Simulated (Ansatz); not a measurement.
Compare A (`[CH2]1O[SiH2][GaH]1`) with its isomer B (`O=[CH][GaH][SiH3]`).

Program: Ansatz. Geometries: PBE0-D4/def2-TZVP. ΔE: electronic, gas phase. CCSD(T)/CBS is the MP2 limit (def2-TZVPP, def2-QZVPP) plus CCSD(T) − MP2 in def2-TZVPP, frozen cores. Functionals use def2-TZVPP. For Ga outer-core shells are correlated without core-valence functions, which leaves a few kJ/mol of doubt a bond. Scalar relativity is left out up to krypton. One conformer a species, not always the lowest.

A:

```xyz
9

C     1.1439   -0.2181    0.4659
O     0.7210    0.9461   -0.2632
Si   -0.8876    0.8479   -0.7106
Ga   -0.6076   -1.2410    0.4505
H     1.5058    0.0748    1.4575
H     1.9738   -0.7045   -0.0582
H    -1.0437    0.9275   -2.1931
H    -1.6774    1.9816   -0.1454
H    -1.1283   -2.6142    0.9967
```

B:

Z-matrix (Å, degrees):
```
Si
Ga 1 2.410
H 1 1.487 2 111.9
H 1 1.491 2 108.3 3 -118.9
H 1 1.488 2 112.0 3 122.4
C 2 2.015 1 119.2 3 8.3
H 2 1.571 1 123.6 3 -161.3
O 6 1.210 2 110.5 1 -81.6
H 6 1.115 2 130.3 1 98.5
```

Which isomer does CCSD(T)/CBS put lower? Give the gap. (Best estimate.)

Ansatz gave: A, by 20.9 kcal/mol.

Give E(B) − E(A) in kcal/mol with MP2/def2-TZVPP, ωB97M-V, LDA (SPW92), B2PLYP, CCSD(T)/def2-SVP, CCSD(T)/def2-TZVPP, PBE0-D4. (Best estimate.)

The calculation gave: MP2/def2-TZVPP 22.6, ωB97M-V 21.1, LDA (SPW92) 26.3, B2PLYP 18.7, CCSD(T)/def2-SVP 10.9, CCSD(T)/def2-TZVPP 19.3, PBE0-D4 21.3. None reverses the order clearly.

Does the order hold for the free energy at 298.15 K (harmonic terms from PBE0-D4)? (Estimate.)

Computed: Yes: G(B) − G(A) = +14.7 kcal/mol, for one conformer each. Modes under 60 cm⁻¹, often nearly free rotors, make the harmonic entropy too high.

Largest T1 diagnostic: 0.017.

At CCSD(T), def2-SVP lies −9.9 kcal/mol from the extrapolated value and def2-TZVPP −1.5 kcal/mol. In def2-TZVPP, CCSD(T) changes the Hartree–Fock value by +4.2 kcal/mol (the triples alone add −0.1 kcal/mol) and MP2 by +7.5 kcal/mol.
